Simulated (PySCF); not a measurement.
## Unknown compound

An unknown has the formula C5H6ClFO2. Its calculated NMR data are:

1H NMR (400 MHz, computed): δ 3.82 (m, 1H), 3.46 (s, 3H), 2.11 (m, 1H), 1.94 (m, 1H).

13C{1H} NMR (computed): δ 179.3 (C), 83.4 (C), 75.0 (CH), 61.9 (CH3), 30.2 (CH2).

PySCF calculation with GFN2-xTB structure and shielding tensors at PBE0/pcSseg-1 (GIAO); non-relativistic, gas phase, averaged over atoms made equivalent by symmetry, fast rotation or ring inversion, one conformer.

Referencing at the same level of theory: 1H and 13C vs TMS.

Deduce the structure.

## Answers


Rings plus π bonds: 2 (1 ring in the answer). 5 carbon signals for 5 carbons: no two carbons are equivalent. Carbon types of the structure: 2 × C, 1 × CH, 1 × CH2, 1 × CH3, which accounts for all hydrogens. δC 179.3: carbonyl carbon. δC 83.4, 75.0, 30.2: three-membered-ring carbon. δC 61.9: methyl carbon bonded to O; pulled downfield by the heteroatom. δH 3.82, 2.11, 1.94: hydrogen on a three-membered-ring carbon. δH 3.46: hydrogen on a methyl carbon bonded to O; its carbon carries O, an electronegative neighbour.

Structure: `InChI=1S/C5H6ClFO2/c1-9-3-2-5(3,7)4(6)8/h3H,2H2,1H3/t3-,5-/m1/s1`.

The data come from this structure; uniqueness wasn't tested.

Carbons that carry Cl, above all several Cl atoms, come out too deshielded, partly because spin–orbit coupling is missing. Splittings by 19F in the carbon and heteronuclear signals aren't shown, as no couplings were computed. Shifts are as computed. Against solution values, carbons near 30 ppm lie about +3 ppm off and those near 130 ppm about +5 ppm; carbons on Cl a further +6 ppm. Of 1211 compounds with measured shifts, 218 miss one by over three times the rms of a fit or turn the order of signals round; such compounds aren't used in these exercises. No couplings were computed; multiplicities are counted from neighbouring protons, with m where these are inequivalent, close in shift, in a saturated or five-membered ring or joined by F or P, and br s for small geminal =CH2 splittings.
